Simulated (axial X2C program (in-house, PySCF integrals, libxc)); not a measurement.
**Which molecule has these constants?**

Calculated with an in-house relativistic program for diatomic molecules, spin-free (one-electron X2C) or two-component (2c: spin–orbit coupling with atomic mean-field Coulomb and Gaunt terms, which also bring small scalar terms), in Dyall basis sets with cores contracted in-house; open shells are unrestricted.

A two-component PBE0 calculation in a Dyall 3-zeta basis gave Re = 2.130 Å, ωe = 436.9 cm⁻¹, Ω = 1/2.

Which molecule is it?
A. AlP⁻
B. GaP⁻
C. BP⁻

B. The others have BP⁻ 1.697 Å and 1049.7 cm⁻¹ (Ω = 1/2); AlP⁻ 2.136 Å and 543.9 cm⁻¹ (Ω = 1/2).

Each entry is the lowest single determinant of a limited PBE0 search at one distance. De goes to single-determinant-based atoms at the same level (for ions the charge split of lowest energy) and is withheld (n/a) where an atom does not fit its ground term or J level. Main or longest-lived isotopes. One determinant is a doubtful description, or other states lie close, for GaP⁻, AlP⁻; these need not be ground states, and all values refer to the states named. Some light 2c atoms are not at their ground J level, so De misses part of their lowering (0.04 eV or less). The functionals have no current term, which raises determinants with orbital currents.
